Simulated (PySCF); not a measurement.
Bonds (- single, = double, # triple, : aromatic): C1=C2, C2-C3, C3=O4, C2-Si5, Si5-C6, C6:C7, C7:C8, C8:C9, C9:O10, O10:C6. C1 carries H11, H12; C3 carries H13; Si5 carries H14, H15; C7 carries H16; C8 carries H17; C9 carries H18. H11 is cis to C3; H12 is trans to C3.

PySCF calculation with NMR shieldings at PBE0/pcSseg-1/GIAO and GFN2-xTB structure; isolated molecule, no relativistic terms, a single conformation, equivalent nuclei averaged.

Scale: TMS for 13C, 1H, 29Si; 17O against H2O (reference shieldings calculated alike).

| atoms | nucleus | count | δ (ppm) |
| --- | --- | --- | --- |
| C2 | 13C | 1 | ? |
| C1 | 13C | 1 | 157.0 |
| H12 | 1H | 1 | 7.02 |
| C7 | 13C | 1 | 131.1 |
| H17 | 1H | 1 | 6.77 |
| Si5 | 29Si | 1 | -65.0 |
| H18 | 1H | 1 | ? |
| H14/H15 | 1H | 2 | ? |
| C6 | 13C | 1 | ? |
| O10 | 17O | 1 | ? |
| H11 | 1H | 1 | 7.02 |
| O4 | 17O | 1 | 686.8 |
| C9 | 13C | 1 | 154.1 |
| H13 | 1H | 1 | 9.91 |
| C3 | 13C | 1 | 202.6 |
| H16 | 1H | 1 | 7.23 |
| C8 | 13C | 1 | 117.3 |

Fill in the missing shifts.

Results:


- C6: 155.9 ppm, substituted aromatic carbon next to the ring oxygen
- C2: 155.8 ppm, α carbon of a C=C–C=O unit; as expected for a trigonal carbon in a double bond
- H18: 7.94 ppm, hydrogen on an aromatic CH next to the ring oxygen; it sits in the deshielding region of the aromatic ring current
- H14/H15: 5.04 ppm, hydrogen on a silicon bonded to 2 C
- O10: 320.4 ppm, aromatic ring oxygen

Shifts are as computed. Against solution values, carbons near 30 ppm lie about +3 ppm off and those near 130 ppm about +5 ppm. Of 1211 compounds with measured shifts, 218 miss one by over three times the rms of a fit or turn the order of signals round; such compounds aren't used in these exercises. Unscaled 17O shifts of doubly bonded oxygen tend to come out too high, by tens of ppm or more. Experimental scales use liquid or dissolved standards, which lie at an offset from isolated H2O (liquid H2O: subtract about 36 ppm).
